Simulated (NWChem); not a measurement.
System: C3H7NSi; SMILES CN1C=C[SiH2]1

Excerpt of the output:

```
             Northwest Computational Chemistry Package (NWChem) 7.3.0
             --------------------------------------------------------

 C1  symmetry detected

                             Geometry "geometry" -> ""
                             -------------------------

 Output coordinates in angstroms (scale by  1.889725989 to convert to a.u.)

  No.       Tag          Charge          X              Y              Z
 ---- ---------------- ---------- -------------- -------------- --------------
    1 C                    6.0000    -0.24445247     2.02926509     0.07464112
    2 N                    7.0000     0.00923944     0.64427978    -0.17740549
    3 C                    6.0000     1.24765404     0.03861105    -0.02027897
    4 C                    6.0000     1.00062653    -1.28454732     0.04868074
    5 Si                  14.0000    -0.83971782    -0.91050368     0.00303197
    6 H                    1.0000     0.47044492     2.65036547    -0.47298865
    7 H                    1.0000    -1.25000330     2.27208500    -0.26689904
    8 H                    1.0000    -0.17140711     2.28498212     1.14083312
    9 H                    1.0000     2.16427220     0.60940217    -0.00747871
   10 H                    1.0000     1.69274400    -2.09959257     0.09910271
   11 H                    1.0000    -1.57528121    -1.00737365     1.25985195
   12 H                    1.0000    -1.66236465    -1.17274845    -1.17128789

 Effective nuclear repulsion energy (a.u.)     222.4378726485

                                Z-matrix (autoz)
                                --------

 Units are Angstrom for bonds and degrees for angles

[...]

      ----------------------
      Optimization converged
      ----------------------

  Step       Energy      Delta E   Gmax     Grms     Xrms     Xmax
  ---- ---------------- -------- -------- -------- -------- --------
@   28    -462.18517858  2.6D-08  0.00003  0.00001  0.00063  0.00177
                                     ok       ok       ok       ok

                                Z-matrix (autoz)
                                --------

 Units are Angstrom for bonds and degrees for angles

[...]
```

Level: PBE0/def2-SVP. Not confirmed as a minimum by frequencies.

**Question.** Which NWChem input produces such a log?

**Answer.** Several could match; the one computed here: the input that was run:
```
start job
memory heap 200 mb stack 900 mb global 1100 mb
geometry units angstroms
  C      2.070879     0.263385    -0.007644
  N      0.683823    -0.033306     0.177076
  C     -0.147052     0.645905     1.056572
  C     -1.404476     0.369406     0.657875
  Si    -0.698719    -0.564056    -0.811620
  H      2.587735     0.270159     0.956491
  H      2.516249    -0.506901    -0.636173
  H      2.234110     1.237775    -0.488697
  H      0.244641     1.220640     1.882654
  H     -2.333606     0.643176     1.113545
  H     -0.747046     0.096690    -2.112048
  H     -0.724073    -2.018753    -0.899717
end
basis spherical
  * library def2-svp
end
dft
  xc pbe0
  iterations 150
end
driver
  maxiter 120
end
task dft optimize
```
